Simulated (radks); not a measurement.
The copper ion Cu4+, configuration [Ar] 3d7. All-electron calculation, scalar-relativistic Kohn-Sham, PBEsol, spin-unpolarised, spherical densities, finite nucleus; Fermi nuclear charge, rms radius 3.8823 fm. Program: a radial shooting solver on a logarithmic mesh with Libxc functionals.

Normalised radial functions P(r) = r R(r), r in bohr:

```
   r/bohr * 1s, o 3s (the largest magnitude, 3.93, reaches the edge; | marks zero, & curves that meet)
 0.006326                             |o          *
 0.008042                             | o           *
  0.01014                             | o             *
  0.01289                             | o                *
  0.01626                             |  o                  *
  0.02067                             |  o                    *
  0.02628                             |  o                      *
  0.03314                             |  o                       *
  0.04212                             | o                       *
  0.05312                             |o                      *
  0.06753                             o                   *
  0.08517                           o |               *
   0.1083                          o  |         *
   0.1365                        o    |     *
   0.1736                        o    |  *
   0.2189                         o   |*
   0.2783                            o*
   0.3509                             *  o
   0.4461                             *      o
   0.5626                             *        o
   0.7153                             *        o
    0.902                             *      o
    1.147                             *   o
    1.446                             * o
    1.838                             *o
    2.318                             &
    2.947                             &
```

1s: eigenvalue -8913.9 eV, 0 radial nodes, <r> = 0.0522 bohr, 90 % of the charge inside 0.0932 bohr. 3s: eigenvalue -183.44 eV, 2 radial nodes at r = 0.0677, 0.288 bohr, <r> = 0.700 bohr, 90 % of the charge inside 1.04 bohr.
